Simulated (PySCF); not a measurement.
Species: C5H10FOSi (doublet state).
Cartesian coordinates in Å at the GFN2-xTB level; atoms count from 1:
```xyz
18
C5H10FOSi angstrom
C      1.9051   -0.7470    0.8606
C      1.6262   -0.5266   -0.6254
Si    -0.1140    0.1376   -0.9828
F     -0.2411    0.3713   -2.5904
C     -1.6438   -0.7515   -0.2722
C     -2.0764    0.1474    0.8286
O     -1.4795    1.3721    0.9773
C     -0.6327    1.7534   -0.0919
H      2.9192   -1.1123    1.0076
H      1.2158   -1.4757    1.2800
H      1.7928    0.1806    1.4163
H      2.3625    0.1712   -1.0283
H      1.7725   -1.4653   -1.1617
H     -2.4139   -0.8279   -1.0502
H     -1.4862   -1.7657    0.0987
H     -2.5025   -0.2102    1.7482
H      0.1731    2.3435    0.3477
H     -1.1859    2.4113   -0.7737
```

The hyperfine couplings belong to this conformer and change with its torsions.

Identity: `CC[Si@@]1(F)C[CH]OC1` [radical].

Computed, not measured: PySCF, UKS B3LYP, pcH-1 on C F H O Si, non-relativistic, mean-field spin-orbit, GIAO. Geometry: GFN2-xTB, one conformer, isolated molecule. Couplings are sensitive to structure, and on GFN2-xTB geometries they can be far from those on DFT ones. Stability of the SCF solution: not tested.

Problem. Give the isotropic g value and a_iso(1H) at H14.

Solution. g_iso = 2.00342 and a = +128.96 MHz, or +4.599 mT (Mulliken spin population +0.05).

Problem. For one electron spin and this one nucleus (I = 1/2, g_N = 5.5857), compare first-order, second-order and exact resonance fields at 3.26 GHz.

Solution. First order: B = B0 − a·mI with B0 = 116.261 mT. Second order subtracts a²[I(I+1) − mI²]/(2B0). The exact fields come from the Breit–Rabi levels of H = g μB B Sz − g_N μN B Iz + a S·I.

| mI | first order (mT) | second order (mT) | exact (mT) | exact − first order |
| --- | --- | --- | --- | --- |
| −1/2 | 118.561 | 118.515 | 118.516 | -0.045 |
| +1/2 | 113.961 | 113.916 | 113.915 | -0.046 |

Problem. Give the zero-field levels of this pair of spins.

Solution. F = I ± 1/2 = 1 and 0, at a·I/2 = +32.2 MHz and −a(I+1)/2 = -96.7 MHz, that is |a|(I + 1/2) = 129.0 MHz apart; F = 0 lies lower.

Other couplings of abundant isotopes, left aside here: 1 × 1H 49 MHz, 1 × 1H 42 MHz, 1 × 1H 14 MHz, 1 × 1H 2 MHz, 1 × 1H 2 MHz.
